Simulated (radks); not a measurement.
Task: The selenium anion Se2-, [Kr], held by a Watson sphere: a shell of charge +2.36 at radius R that stands for the Madelung well of a crystal (potential energy -2.36/R inside, -2.36/r outside, in hartree with lengths in bohr). Method: scalar-relativistic Kohn-Sham, PBE, spin-unpolarised, spherical densities, point nucleus; computed with a radial shooting solver on a logarithmic mesh with Libxc functionals. Response by self-consistent Sternheimer equations with the Hartree and adiabatic LDA kernel, the relativistic mass of each level held fixed and spin-orbit coupling left out. The sphere does not respond.

| R (bohr) | e(3d) (eV) | e(4s) (eV) | e(4p) (eV) | <r> 4p (bohr) | sum of <r^2> (bohr^2) | X-ray form factor at sin(theta)/lambda = 0.2 1/angstrom | alpha (bohr^3) |
|---|---|---|---|---|---|---|---|
| 2.17 | -54.803 | -21.842 | -11.256 | 2.219 | 50.30 | 27.284 | 24.74 |
| 2.71 | -53.567 | -19.889 | -9.884 | 2.372 | 55.88 | 27.038 | 33.86 |
| 2.73 | -53.530 | -19.824 | -9.833 | 2.377 | 56.09 | 27.031 | 34.26 |
| 2.86 | -53.302 | -19.416 | -9.505 | 2.411 | 57.39 | 26.993 | 36.97 |
| 3.17 | -52.793 | -18.530 | -8.748 | 2.487 | 60.42 | 26.925 | 44.23 |
| 3.47 | -52.328 | -17.775 | -8.061 | 2.555 | 63.24 | 26.886 | 52.41 |
| 3.85 | -51.772 | -16.945 | -7.263 | 2.633 | 66.66 | 26.862 | 64.56 |
| 4.35 | -51.096 | -16.028 | -6.339 | 2.724 | 70.96 | 26.855 | 83.98 |

Estimate the row for R = 2.31 bohr.

Result: e(3d) (eV) -54.411; e(4s) (eV) -21.297; e(4p) (eV) -10.906; <r> 4p (bohr) 2.260; sum of <r^2> (bohr^2) 51.76; X-ray form factor at sin(theta)/lambda = 0.2 1/angstrom 27.207; alpha (bohr^3) 26.80.
